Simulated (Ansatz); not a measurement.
C3H6Ge can be A, `C[C]1=[CH][GeH2]1`, or B, `C#[C][GeH2][CH3]`.

Computed with Ansatz on PBE0-D4/def2-TZVP structures; ΔE is electronic, products minus reactants. CCSD(T)/CBS is the MP2 limit (def2-TZVPP, def2-QZVPP) plus CCSD(T) − MP2 in def2-TZVPP, frozen cores. DFT in def2-TZVPP. B3LYP here is the variant with VWN-RPA as its local correlation; programs differ in this. For Ge outer-core shells are correlated without core-valence functions, which leaves a few kJ/mol of doubt a bond. Scalar relativity is left out up to krypton.

A:

```xyz
10

C     0.504    1.310   -0.774
C     0.096    0.041   -0.137
C     0.255   -1.261   -0.303
Ge   -0.836   -0.935    1.227
H     1.055    1.934   -0.065
H    -0.375    1.883   -1.082
H     1.134    1.134   -1.651
H     0.769   -1.914   -1.000
H    -2.353   -1.131    1.149
H    -0.248   -1.062    2.636
```

B:

```xyz
10

C     2.491    0.299   -0.892
C     1.507    0.231   -0.200
Ge   -0.067    0.118    0.869
C    -1.582   -0.315   -0.276
H     3.363    0.359   -1.502
H     0.163   -0.972    1.928
H    -0.261    1.475    1.564
H    -2.494   -0.384    0.317
H    -1.411   -1.269   -0.775
H    -1.709    0.459   -1.033
```

(1) Which isomer does CCSD(T)/CBS put lower? Give the gap. (An estimate is asked.)

(2) Give E(B) − E(A) in kcal/mol with PBE-D4, B2PLYP, B3LYP-D4, PBE0-D4, B3LYP, MP2/def2-TZVPP, HF/def2-TZVPP. (Estimate.)

Largest T1 diagnostic: 0.012.

Results:

(1) The calculation gave: B, by 16.3 kcal/mol.

(2) The calculation gave: PBE-D4 -9.7, B2PLYP -17.7, B3LYP-D4 -15.8, PBE0-D4 -10.4, B3LYP -16.3, MP2/def2-TZVPP -18.2, HF/def2-TZVPP -23.4. None reverses the order clearly.

In def2-TZVPP, CCSD(T) changes the Hartree–Fock value by +5.3 kcal/mol (the triples alone add +1.0 kcal/mol) and MP2 by +5.2 kcal/mol.
